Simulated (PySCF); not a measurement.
# Rotational lines of InCl

Lines J+1 ← J of the vibrational ground state, computed from RHF-CCSD(T) constants of InCl, ¹Σ⁺ (singlet), closed shell (PySCF, scalar-relativistic core potentials, basis sets In def2-TZVPPD with ECP28, Cl def2-TZVPPD; masses 114.9039 and 34.9689 u), in MHz:

```
J  ν (MHz)
5  38708.6
6  45159.5
7  51610.2
8  58060.5
9  64510.6
```

Q: Find B0 and the effective bond length r0; with αe = 0.000516 cm⁻¹, find Re.

A: ν = 2B0(J+1) − 4D(J+1)³ gives B0 = 0.10760 cm⁻¹. With the reduced mass μred = 26.810 u, r0 = √(16.8576/(μred·B0)) (u, cm⁻¹, Å) = 2.4174 Å. Be = B0 + αe/2 = 0.10786 cm⁻¹ gives Re = 2.414 Å.

Correlated steps freeze 9 core orbitals. These are scalar-relativistic numbers at best; spin–orbit coupling would shift them, the dissociation energy most. Where the molecule has an RHF reference, its open-shell atoms are computed with UHF.
